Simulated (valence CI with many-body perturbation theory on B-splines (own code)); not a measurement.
Te III in three bases

Level of theory: valence CI with perturbative core correlation (CI+MBPT): four valence electrons over a frozen Dirac-Fock core [Kr] 4d10, a basis of 9 s, 9 p, 8 d, 6 f, 3 g, 1 h functions for each j, with the one-electron correlation potential Σ1, the two-electron term Σ2, the three-electron term Σ3, Breit, model QED; selected CI, second order for the rest, scaled by the run's own slope (own B-spline code, finite nucleus).

Against 27 measured levels this calculation errs by 167 cm⁻¹ on average and by 394 at most. These come from a selection out of Zhang, Palmeri, Quinet and Biemont, Astron. Astrophys. 551, A136 (2013). Levels without a partner in it may be off by more. Among the levels kept, up to 330 cm⁻¹ of a level comes from second order outside the variational space, and about a tenth of that is noise between levels of different J, which matters for small intervals. 5 measured levels below the end of the list, from 114216 cm⁻¹ on, found no clear computed partner, and computed levels of the same name lie up to 1999 cm⁻¹ from them.

The reference run has the lowest level 5s2 5p2 3P_0 and an ionisation energy of 27.7974 eV. Its largest variational space holds 19999 state functions.

Names give the largest LS component (configuration and term), which can be under half, so a name can repeat, a term be missing and a line seem to break the LS rules; names also repeat where a configuration has a term twice. Letters in brackets count levels of one name in rising energy.

Changed runs:
A. basis 6 s, 6 p, 5 d, 3 f, 1 g
B. basis 5 s, 5 p, 4 d, 2 f

Excitation energies of the reference run in cm⁻¹, and shifts in cm⁻¹:

```tsv
Level	Reference	A	B
5s2 5p2 3P_1	4757	-12	-43
5s2 5p2 3P_2	8160	+6.4	+14
5s2 5p2 1D_2	17336	+51	+161
5s2 5p2 1S_0	30366	+75	+347
5s 5p3 5S°_2	64218	-156	-534
5s 5p3 3D°_1	82611	-1.8	-31
5s 5p3 3D°_2	82924	-2.5	-32
5s 5p3 3D°_3	84927	-0.8	-40
5s 5p3 3P°_2 [a]	94852	+27	+111
5s 5p3 3P°_0	95805	+30	+140
5s 5p3 3P°_1	96336	+27	+129
5s 5p3 3P°_2 [b]	100289	+33	+148
Ionisation energy (eV)	27.7974	-0.0143	-0.0453
```
